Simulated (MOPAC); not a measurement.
Input file for MOPAC: PM7 on BrH2NSi (SMILES N[Si]Br), a point of a torsion scan.

```
PM7 1SCF PRECISE CHARGE=0 THREADS=1
BrH2NSi

N     -0.66614062 1     0.00040047 1     0.13834041 1
Si     0.63082117 1    -1.00106065 1    -0.39443728 1
Br     2.33446929 1     0.23707939 1     0.50938513 1
H     -0.73750198 1     0.97224873 1    -0.12931120 1
H     -1.59174202 1    -0.39982026 1     0.16800866 1
```

It printed:

```
*******************************************************************************
 **                                                                           **
 **                              MOPAC v23.2.5                                **
 **                                                                           **
 *******************************************************************************
 ** MOPAC's Digital Object Identifier: https://doi.org/10.5281/zenodo.6511958 **
 **                                                                           **
 ** Please cite the open-source release paper for use of this MOPAC version:  **
 ** J. E. Moussa and J. J. P. Stewart (2026)                                  **
 ** MOPAC: An open-source semiempirical molecular orbital program             **
 ** J. Open Source Softw., 11(119), 8025, https://doi.org/10.21105/joss.08025 **
 *******************************************************************************

                              PM7 CALCULATION RESULTS

 *******************************************************************************
 *  PM7        - The PM7 Hamiltonian to be used
 *
 *
 *
 *                 CHARGE ON SYSTEM = 0
 *
 *
 *
 *  PRECISE    - TIGHTER CRITERIA TO BE USED
 *  1SCF       - DO 1 SCF AND THEN STOP
 *  THREADS=1  - MULTI-THREADING NOT USED
 *  T=         - A TIME OF 172800.0 SECONDS REQUESTED
 *  DUMP=N     - RESTART FILE WRITTEN EVERY 7200.0 SECONDS REQUESTED
 *******************************************************************************
PM7 1SCF PRECISE CHARGE=0 THREADS=1
 BrH2NSi

   ATOM   CHEMICAL          X               Y               Z
  NUMBER   SYMBOL      (ANGSTROMS)     (ANGSTROMS)     (ANGSTROMS)

     1       N         -0.66614062  *   0.00040047  *   0.13834041  *
     2      Si          0.63082117  *  -1.00106065  *  -0.39443728  *
     3      Br          2.33446929  *   0.23707939  *   0.50938513  *
     4       H         -0.73750198  *   0.97224873  *  -0.12931120  *
     5       H         -1.59174202  *  -0.39982026  *   0.16800866  *



          CARTESIAN COORDINATES

    NO.       ATOM           X           Y           Z

     1         N         -0.6661      0.0004      0.1383
     2        Si          0.6308     -1.0011     -0.3944
     3        Br          2.3345      0.2371      0.5094
     4         H         -0.7375      0.9722     -0.1293
     5         H         -1.5917     -0.3998      0.1680

 General Reference for PM7:
 "Optimization of Parameters for Semiempirical Methods VI: More Modifications to the
 NDDO Approximations and Re-optimization of Parameters", J. J. P. Stewart, J. Mol. Mod., 1:32, 19 (2013)
 https://link.springer.com/article/10.1007/s00894-012-1667-x

           Empirical Formula: H2 N Si Br  =     5 atoms



      MOLECULAR POINT GROUP   :   C1


      RHF CALCULATION, NO. OF DOUBLY OCCUPIED LEVELS = 9


 -------------------------------------------------------------------------------
 PM7 1SCF PRECISE CHARGE=0 THREADS=1
 BrH2NSi



     1SCF WAS SPECIFIED, SO BFGS WAS NOT USED
     SCF FIELD WAS ACHIEVED


                              PM7 CALCULATION
                                                       MOPAC v23.2.5 Linux




          FINAL HEAT OF FORMATION =         26.02072 KCAL/MOL =     108.87071 KJ/MOL


          COSMO AREA              =        111.29 SQUARE ANGSTROMS
          COSMO VOLUME            =        101.41 CUBIC ANGSTROMS

          IONIZATION POTENTIAL    =          9.684508 EV
          HOMO LUMO ENERGIES (EV) =         -9.685 -1.144
          NO. OF FILLED LEVELS    =          9
          MOLECULAR WEIGHT        =        124.0120         POINT GROUP:  C1

          MOLECULAR DIMENSIONS (Angstroms)

            Atom       Atom       Distance
            H     5   Br     3     3.99216
            H     4   Si     2     2.19545
           Br     3    H     4     0.57766


          SCF CALCULATIONS        =          1





   ATOM   CHEMICAL          X               Y               Z
  NUMBER   SYMBOL      (ANGSTROMS)     (ANGSTROMS)     (ANGSTROMS)

     1       N         -0.66614062  *   0.00040047  *   0.13834041  *
     2      Si          0.63082117  *  -1.00106065  *  -0.39443728  *
     3      Br          2.33446929  *   0.23707939  *   0.50938513  *
     4       H         -0.73750198  *   0.97224873  *  -0.12931120  *
     5       H         -1.59174202  *  -0.39982026  *   0.16800866  *

                             CARTESIAN COORDINATES

   1    N       -0.666140620     0.000400470     0.138340410
   2   Si        0.630821170    -1.001060650    -0.394437280
   3   Br        2.334469290     0.237079390     0.509385130
   4    H       -0.737501980     0.972248730    -0.129311200
   5    H       -1.591742020    -0.399820260     0.168008660


           Empirical Formula: H2 N Si Br  =     5 atoms



      MOLECULAR POINT GROUP   :   C1


                  EIGENVALUES
 -36.78317 -26.28459 -17.55247 -16.50611 -12.79535 -11.76359 -10.78698 -10.49023
  -9.68451  -1.14450   0.00550   1.84967   5.34102   6.00675  23.15403  23.59448
  23.93149  24.18744  25.23948 259.82393 259.99646 260.14146 260.66779 260.67705


              NET ATOMIC CHARGES AND DIPOLE CONTRIBUTIONS

  ATOM NO.   TYPE          CHARGE      No. of ELECS.   s-Pop       p-Pop       d-Pop
    1          N          -0.742762        5.7428     1.56866     4.17410
    2         Si           0.381205        3.6188     1.24800     2.22821     0.14258
    3         Br          -0.215098        7.2151     1.92486     5.28850     0.00174
    4          H           0.293814        0.7062     0.70619
    5          H           0.282841        0.7172     0.71716
 DIPOLE           X         Y         Z       TOTAL
 POINT-CHG.    -2.084    -1.250    -1.696     2.963
 HYBRID        -0.539     2.841     0.608     2.954
 SUM           -2.622     1.590    -1.088     3.254


          ATOMIC ORBITAL ELECTRON POPULATIONS

     Atom    s        px        py        pz      x^2-y^2     xz        z^2       yz        xy
    1  N   1.56866   1.28780   1.21865   1.66765
    2 Si   1.24800   0.54013   1.26042   0.42766   0.03024   0.03361   0.01677   0.01740   0.04456
    3 Br   1.92486   1.68199   1.77392   1.83259   0.00047   0.00035   0.00022   0.00021   0.00049
    4  H   0.70619
    5  H   0.71716

 **********************
 *                    *
 * JOB ENDED NORMALLY *
 *                    *
 **********************




 == MOPAC DONE ==
```

The run finished.

Cost: very roughly 0.06 core-seconds.
